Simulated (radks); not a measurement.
Values are calculated unless marked as measured or tabulated.
Problem. Species: Pd II. Configuration: [Kr] 4d9. Level of theory: Dirac Kohn-Sham, LDA (Slater exchange, Perdew-Wang correlation), spin-unpolarised, spherical densities, point nucleus; open shells are shared between the two j in proportion to 2j + 1 (a radial shooting solver on a logarithmic mesh with Libxc functionals). Some entries of the table are withheld. Estimate them.

orbital  occ.  eigenvalue (eV)  <r^2> (bohr^2)  r(max) (bohr)
1s1/2       2        -24133.48        0.001374        0.02067
2s1/2       2        -3533.292         0.02254            (1)
2p1/2       2        -3280.196         0.01687        0.09052
2p3/2       4        -3121.042         0.01820        0.09469
3s1/2       2        -645.9071          0.1652            (2)
3p1/2       2        -545.9069          0.1608         0.3287
3p3/2       4        -518.1603          0.1701         0.3385
3d3/2       4        -340.3942          0.1513         0.2803
3d5/2       6        -334.8560          0.1541         0.2831
4s1/2       2         -96.7352           1.013         0.8501
4p1/2       2         -65.7186           1.190         0.8911
4p3/2       4         -61.1955           1.267         0.9165
4d3/2     3.6         -15.1793           2.575          1.082
4d5/2     5.4         -14.6953           2.658          1.094

Solution. 
(1) 2s1/2 r(max) (bohr): 0.1171
(2) 3s1/2 r(max) (bohr): 0.3424
